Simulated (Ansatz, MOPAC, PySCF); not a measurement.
Pair of molecules: CH3F (SMILES CF) (first 5 atoms) with C2H3F (SMILES C=CF); geometry from B3LYP-D3(BJ)/def2-TZVP, rigid monomers moved along the line of their centres of mass till F2···H9 is 4.18 Å.
(charge 0, multiplicity 1):
```csv
atom,x (Å),y (Å),z (Å)
C,0.3677,0.6683,-0.2241
F,-1.0092,0.5520,-0.0261
H,0.5807,1.6753,-0.5837
H,0.8713,0.4874,0.7244
H,0.6732,-0.0702,-0.9659
C,-1.1517,-0.6547,5.0801
C,0.0324,-0.7006,5.6535
F,1.1728,-0.4411,4.9709
H,-1.2744,-0.4074,4.0345
H,-2.0270,-0.8712,5.6749
H,0.2388,-0.9385,6.6884
```

Interaction energies are E(AB) − E(A) − E(B) at the monomers' geometry in the complex; basis-set methods are counterpoise corrected. Rows marked so take none.

Cores are frozen in the correlated methods. Rows in 6-311+G**, 6-31G*, STO-3G carry no dispersion term and start afresh at each structure (6-31G* with six Cartesian d functions). MP2/6-31G* freezes PySCF's default core. The state that PM3, PM6, PM7 reach isn't checked; PM7 holds dispersion and hydrogen-bond terms.

Codes used: Ansatz (a first-principles code) with Gaussian orbitals; MOPAC for PM3, PM6, PM7 (differences of heats of formation); PySCF for 6-311+G** rows, 6-31G* rows, STO-3G rows, the dispersion terms. Each number belongs to the level named beside it.

Other levels give for the interaction energy: PBE/def2-TZVPPD -15.3; B3LYP/def2-TZVPPD -13.3; B3LYP-D3(BJ)/def2-TZVPPD -19.6; wB97M-V/def2-TZVPPD -20.9; CCSD(T)/aug-cc-pVDZ -20.7 meV.

Common cheap choices:

| level | interaction energy (meV) |
|---|---|
| PM3 | -9.8 |
| PM6 | -9.8 |
| PM7 | -23.2 |
| HF/STO-3G (no counterpoise) | -5.6 |
| B3LYP/6-31G* | -10.6 |
| B3LYP/6-311+G** (no counterpoise) | -17.5 |
| M06-2X/6-31G* (no counterpoise) | -15.2 |
| MP2/6-31G* (no counterpoise) | -16.9 |
